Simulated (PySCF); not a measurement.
Ligands exchanged one at a time, B Br-H. Gas-phase values, no solvent. Strings in code marks are SMILES.

The numbers are results of PBE-D3(BJ)/def2-TZVP // PBE0-D4/def2-TZVP (PySCF), not measurements. All candidates: neutral, multiplicity 1. 

```json
{
 "HOMO–LUMO gap": "5.42 eV",
 "HOMO": "-8.47 eV",
 "dipole_moment": "0.00 D"
}
```

Task: Say which member has these values.
(A) `BrB(Br)Br`
(B) `B`
(C) `BBr`
(D) `BrBBr`

Result: B, `B`. The others give `BrBBr`: 4.33 eV, -7.26 eV, 0.22 D; `BBr`: 3.97 eV, -6.95 eV, 0.34 D; `BrB(Br)Br`: 4.09 eV, -7.01 eV, 0.00 D
